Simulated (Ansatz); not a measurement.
Consider the ligand exchange at the Si–N bond: `N[Si](N)(Cl)Cl` + H–F → `N[Si](F)(Cl)Cl` + NH₃.

Computed with Ansatz on PBE0-D4/def2-TZVP structures; ΔE is electronic, products minus reactants. CBS: MP2 limit from def2 TZ/QZ plus the TZ coupled-cluster correction, frozen cores. This one scheme is used for every species. DFT in def2-TZVPP. One conformer a species, not always the lowest.

`N[Si](N)(Cl)Cl`:

Z-matrix (Å, degrees):
```
Si
N 1 1.689
Cl 1 2.056 2 104.7
N 1 1.689 2 109.0 3 125.5
Cl 1 2.056 2 116.6 3 -116.3
H 2 1.006 1 120.6 3 31.9
H 2 1.007 1 120.0 3 -179.4
H 4 1.007 1 120.0 2 -53.9
H 4 1.006 1 120.6 2 157.4
```

H–F:

Z-matrix (Å, degrees):
```
F
H 1 0.920
```

`N[Si](F)(Cl)Cl`:

```xyz
7

N    -0.420   -0.802    0.608
Si    0.201    0.422   -0.354
F    -0.472    0.550   -1.783
Cl   -0.102    2.209    0.555
Cl    2.166    0.066   -0.704
H    -1.257   -0.688    1.152
H    -0.117   -1.757    0.527
```

NH₃:

Z-matrix (Å, degrees):
```
N
H 1 1.013
H 1 1.013 2 107.1
H 1 1.013 2 107.1 3 -114.5
```

```json
{"species": "`N[Si](N)(Cl)Cl`", "revPBE energy (Eh)": "-1321.80786"}
{"species": "H–F", "revPBE energy (Eh)": "-100.45745"}
{"species": "`N[Si](F)(Cl)Cl`", "revPBE energy (Eh)": "-1365.72646"}
{"species": "NH₃", "revPBE energy (Eh)": "-56.56749"}
```

**Question.** Work out ΔE.

**Answer.** ΔE = (-1365.72646) + (-56.56749) − (-1321.80786) − (-100.45745) = -0.02864 Eh = -18.0 kcal/mol. CCSD(T)/CBS gives -16.8 kcal/mol.

Largest T1 diagnostic among the species: 0.010.

The D4 term adds +1.7 kcal/mol with B3LYP and +0.9 kcal/mol with PBE0; it sums over pairs of atoms, weighted by their polarisabilities, and B3LYP, whose exchange is more repulsive, gets the larger term. Leaving LDA and LC-ωPBE aside and taking each functional with its dispersion term where it has one, the values, not all of them listed here, spread over 4.4 kcal/mol, from B97M-V to revPBE-D4. LDA lies +1.7 kcal/mol from PBE without D4. In def2-TZVPP, CCSD(T) changes the Hartree–Fock value by +3.2 kcal/mol (the triples alone add +0.4 kcal/mol) and MP2 by +4.1 kcal/mol.

B3LYP here is the variant with VWN-RPA as its local correlation; programs differ in this.
